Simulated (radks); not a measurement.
Q: In3+, 46 electrons, occupied as [Kr] 4d10. Calculated with a radial shooting solver on a logarithmic mesh with Libxc functionals: Dirac Kohn-Sham, PBEsol, spin-unpolarised, spherical densities, finite nucleus; Fermi nuclear charge, rms radius 4.6156 fm. Some entries of the table are withheld. Estimate them.

| orbital | occ. | eigenvalue (eV) | <r^2> (bohr^2) |
|---|---|---|---|
| 1s1/2 | 2 | -27750.29 | 0.001195 |
| 2s1/2 | 2 | -4179.303 | 0.01943 |
| 2p1/2 | 2 | (1) | 0.01446 |
| 2p3/2 | 4 | (2) | 0.01577 |
| 3s1/2 | 2 | -816.8762 | 0.1391 |
| 3p1/2 | 2 | -704.1827 | (3) |
| 3p3/2 | 4 | -666.1243 | (4) |
| 3d3/2 | 4 | -466.5600 | 0.1236 |
| 3d5/2 | 6 | -458.7597 | 0.1262 |
| 4s1/2 | 2 | -149.0584 | (5) |
| 4p1/2 | 2 | (6) | (7) |
| 4p3/2 | 4 | (8) | (9) |
| 4d3/2 | 4 | -48.3947 | 1.544 |
| 4d5/2 | 6 | -47.5045 | 1.583 |

A: 
(1) 2p1/2 eigenvalue (eV): -3900.173
(2) 2p3/2 eigenvalue (eV): -3689.462
(3) 3p1/2 <r^2> (bohr^2): 0.1341
(4) 3p3/2 <r^2> (bohr^2): 0.1428
(5) 4s1/2 <r^2> (bohr^2): 0.8143
(6) 4p1/2 eigenvalue (eV): -112.2234
(7) 4p1/2 <r^2> (bohr^2): 0.9270
(8) 4p3/2 eigenvalue (eV): -105.5444
(9) 4p3/2 <r^2> (bohr^2): 0.9900
